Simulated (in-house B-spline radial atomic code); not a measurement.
Values are calculated unless marked as measured or tabulated.
Making a Troullier-Martins s channel for Co, r_c = 0.59 bohr

Co, [Ar] 3d7 4s2, non-relativistic LDA (VWN5), spherical and spin-unpolarised, from a B-spline radial code for spherical atoms (atomic units). The all-electron 3s level is ε = -3.651812 hartree, its outermost node lies just inside 0.33 bohr and its outer maximum at 0.68 bohr.

Inside r_c the pseudo-orbital is u(r) = r^1 exp(p(r)), with p = c0 + c2 r² + c4 r⁴ + … + c12 r¹². The seven coefficients follow from p and its first four derivatives at r_c, from zero curvature of the screened potential at the origin, c4 = −c2²/(2l + 5), and from the norm inside r_c. At r_c the all-electron orbital has P = 1.205647, P' = 1.364952, the screened potential V = -11.5284, V' = 40.26019, V'' = -180.6743, and the norm inside is Q = 0.2451355.

What are p, p' and p'' at r_c?

p = ln(P/r_c^1) = ln(1.205647/0.59) = 0.71465. p' = P'/P − 1/r_c = 1.13213 − 1.69492 = -0.56278. The radial equation gives p'' = 2(V − ε) − 2(1) p'/r_c − p'² = -15.75318 − (-1.90774) − 0.31672 = -14.16216. Differentiating, p''' = 2V' + 2(1)p'/r_c² − 2(1)p''/r_c − 2p'p'' = 109.35, and p'''' = 2V'' − 4(1)p'/r_c³ + 4(1)p''/r_c² − 2(1)p'''/r_c − 2p''² − 2p'p''' = -1161.9.

For a trial c2 the five matching conditions are linear in c0, c6, c8, c10 and c12, and c2 is varied until the norm inside r_c equals Q. The root nearest zero gives:

| n | c_n |
| --- | --- |
| 0 | 0.5138723 |
| 2 | -1.097517 |
| 4 | -0.2409089 |
| 6 | 155.4939 |
| 8 | -845.4514 |
| 10 | 1672.58 |
| 12 | -1170.098 |

Check c4 and p(r_c), and find the screened pseudopotential at the origin.

−c2²/5 = -0.240909, as listed. The terms c_n r_c^n are 0.51387, -0.38205, -0.02919, 6.55881, -12.41380, 8.54884, -2.08184, which sum to 0.71465. Inverting the radial equation, V_l(r) = ε + 1 p'/r + (p'' + p'²)/2, so V_l(0) = ε + (2l + 3) c2 = -3.651812 + 3 × (-1.09752) = -6.9444 hartree, finite where the all-electron potential diverges.

Orbitals and screened potentials:

```
r (bohr)        P        u  V all-electron  V pseudo
   0.059   0.1786  0.09826          -370.1    -6.906
   0.148  -0.6198   0.2419          -113.9    -5.693
   0.236  -0.5139   0.3782          -57.67    -1.368
   0.324   0.0435   0.5304          -34.77     3.798
   0.413   0.6102   0.7438          -22.85     2.253
   0.501    1.001    1.009          -15.97    -8.522
    0.59    1.206    1.206          -11.53    -11.53
```

Logarithmic derivatives P'/P at R = 0.89 bohr, for energies E around ε:

```tsv
E − ε (hartree)	all-electron	pseudo
-0.5	-0.75826	-0.759282
-0.25	-1.02286	-1.02315
-0.1	-1.19144	-1.19149
0	-1.30829	-1.30829
0.1	-1.42896	-1.42901
0.25	-1.6176	-1.61797
0.5	-1.9545	-1.95616
```

With P(R) = 1.072126 and a norm of 0.6823439 inside R, what slope in energy does norm conservation fix?

d(P'/P)/dE = −2 × (norm inside R)/P(R)² = -1.1872 per hartree·bohr at E = ε, for both atoms, since orbital and norm agree at R. Differences over ±0.1 hartree give -1.1876 (all-electron) and -1.1876 (pseudo), which also hold third-order terms. Half a hartree below ε the two curves differ by -0.0010.
